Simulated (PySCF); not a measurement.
**What PySCF settings do for Br2**

Base input, run as `OMP_NUM_THREADS=1 python input.py` with PySCF 2.14:

```python
from pyscf import gto, scf, mp

mol = gto.M(
    atom='Br 0 0 0; Br 0 0 2.007',
    basis='3-21g',
    charge=0,
    spin=0,
    symmetry=True,
    verbose=4,
)
mf = scf.UHF(mol)
mf.kernel()
mp.MP2(mf).kernel()
mf.dip_moment()
print('orbital energies (hartree):', [e[max(0, n-3):n+3].round(4) for e, n in zip(mf.mo_energy, mol.nelec)])
```

Base result: E(SCF) = -5119.989830 Eh, 7 cycles, E(MP2) − E(SCF) = -0.07131 Eh, μz(SCF) = 0.00 D. The basis is very small, so the numbers show the basis as much as the system. The bond length is a typed value, not an optimised one. No search for the lowest solution was made.

Hardware: Arm Neoverse V1, 1 thread, shared host. Wall time 1 s, peak memory 0.12 GiB.

Each row names what differs from the base; energies in brackets are changes from the base.

| change | result | wall time (s) |
| --- | --- | --- |
| electric field along z (a.u.): none → 0.01; point-group symmetry: on → off | E(SCF) = -5119.991675 Eh (-0.0502 eV), 7 cycles, E(MP2) − E(SCF) = -0.07122 Eh, μz(SCF) = 0.94 D | 0.94 |
| smearing width (hartree): none → 0.2; step after the SCF: mp2 → none [unsound on purpose] | E(SCF) = -5119.226317 Eh (+20.7762 eV), 11 cycles, μz(SCF) = 0.00 D | 0.85 |
| basis set: 3-21g → ano-rcc-vdzp; spin-free X2C: off → on | E(SCF) = -5208.849227 Eh, 7 cycles, E(MP2) − E(SCF) = -0.27758 Eh, μz(SCF) = 0.00 D | 6.2 |
| functional: none (Hartree–Fock) → mn15; SCF type: UHF → UKS; step after the SCF: mp2 → analyze | E(SCF) = -5122.986955 Eh, 6 cycles, μz(SCF) = 0.00 D | 3.9 |
| functional: none (Hartree–Fock) → bp86; SCF type: UHF → UKS; step after the SCF: mp2 → analyze | E(SCF) = -5123.959288 Eh, 6 cycles, μz(SCF) = 0.00 D | 2.6 |
| spin (2S): 0 → 72 [unsound on purpose] | stops with AssertionError | 0.57 |
| basis set: 3-21g → sbkjc; core potential: off → on | E(SCF) = -26.177738 Eh, 6 cycles, E(MP2) − E(SCF) = -0.04412 Eh, μz(SCF) = 0.00 D | 0.74 |
| charge: 0 → 1; spin (2S): 0 → 1 | not converged: SCF after 50 cycles | 1.5 |
| functional: none (Hartree–Fock) → pbe0; SCF type: UHF → UKS; step after the SCF: mp2 → analyze | E(SCF) = -5122.842262 Eh, 6 cycles, μz(SCF) = 0.00 D | 2.6 |
| electric field along z (a.u.): none → 0.05; point-group symmetry: on → off | E(SCF) = -5120.035259 Eh (-1.2362 eV), 7 cycles, E(MP2) − E(SCF) = -0.06931 Eh, μz(SCF) = 4.55 D | 0.95 |
| level shift (hartree): none → 5 [unsound on purpose] | not converged: SCF after 50 cycles | 1.4 |
| functional: none (Hartree–Fock) → m062x; SCF type: UHF → UKS; step after the SCF: mp2 → analyze | E(SCF) = -5123.591280 Eh, 6 cycles, μz(SCF) = 0.00 D | 3.9 |
| spin (2S): 0 → 4 [a high spin state] | E(SCF) = -5119.052252 Eh (+25.5128 eV), 10 cycles, E(MP2) − E(SCF) = -0.10747 Eh, ⟨S²⟩ = 6.006, μz(SCF) = 0.00 D | 0.98 |
| Cartesian functions: off → on | E(SCF) = -5120.000542 Eh (-0.2915 eV), 7 cycles, E(MP2) − E(SCF) = -0.07283 Eh, μz(SCF) = 0.00 D | 0.97 |
| geometry: bond 2.007 → bond 2.147 | E(SCF) = -5120.044080 Eh (-1.4762 eV), 7 cycles, E(MP2) − E(SCF) = -0.07425 Eh, μz(SCF) = 0.00 D | 0.93 |
| frozen orbitals: 0 → 18 | E(SCF) = -5119.989830 Eh (+0.0000 eV), 7 cycles, E(MP2) − E(SCF) = -0.06606 Eh, μz(SCF) = 0.00 D | 0.94 |
| length unit: angstrom → bohr [unsound on purpose] | E(SCF) = -5115.113170 Eh (+132.7007 eV), 8 cycles, E(MP2) − E(SCF) = -0.05944 Eh, μz(SCF) = 0.00 D | 1 |
| density fitting: none → weigend [this fitting set is unfit for the basis or for exact exchange; a fit set errs by some meV] | E(SCF) = -5076.973698 Eh, 7 cycles, E(MP2) − E(SCF) = -0.07511 Eh, μz(SCF) = 0.00 D | 0.75 |
| initial guess: minao → atom | E(SCF) = -5119.989830 Eh (+0.0000 eV), 6 cycles, E(MP2) − E(SCF) = -0.07131 Eh, μz(SCF) = 0.00 D | 0.96 |

Problem. Order these changes by how far they move the SCF energy from the base, largest first: (1) Cartesian functions: off → on; (2) electric field along z (a.u.): none → 0.01; point-group symmetry: on → off; (3) electric field along z (a.u.): none → 0.05; point-group symmetry: on → off; (4) geometry: bond 2.007 → bond 2.147.

Solution. (4) -1.4762 eV, (3) -1.2362 eV, (1) -0.2915 eV, (2) -0.0502 eV.
